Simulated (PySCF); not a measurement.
CH5FO2Si2, SMILES [Si@H](C(=O)O)(F)[SiH3]. Heavy atoms are numbered as in [O:1]=[C:2]([OH:3])[Si@@H:4]([F:5])[SiH3:6]. Hydrogens are named by the atom that carries them.

Geometry: PBE0-D3(BJ)/def2-SVP. The structure was generated by enumeration; whether it is a known compound was not checked. One conformer was computed; it need not be the lowest.

Level of theory: PBE/def2-TZVP in PySCF.

Atomic charges (e), one atom of each kind:

```
atom        meta-Löwdin  Löwdin
----------  -----------  ------
O1                -0.41    0.13
C2                 0.28   -0.65
O3 (OH)           -0.42     ___
Si4 (SiH)          0.75     ___
F5                -0.48    0.01
Si6 (SiH3)         0.16    0.13
H on O3            0.34     ___
H on Si4          -0.08   -0.02
H on Si6          -0.05     ___
```

Problem. What belongs in the gaps? (An estimate is asked for; the answer gives what the named calculation found.)

Solution. 
- O3 (OH), Löwdin: 0.14
- Si4 (SiH), Löwdin: 0.13
- H on O3, Löwdin: 0.19
- H on Si6, Löwdin: -0.02

Computed Mayer and Wiberg (Löwdin basis) orders of the bonds:
| bond | Mayer | Wiberg |
|---|---|---|
| O1–C2 | 1.96 | 2.69 |
| C2–O3 | 1.24 | 1.88 |
| C2–Si4 | 0.88 | 1.01 |
| Si4–F5 | 1.13 | 1.72 |
| Si4–Si6 | 0.95 | 1.11 |
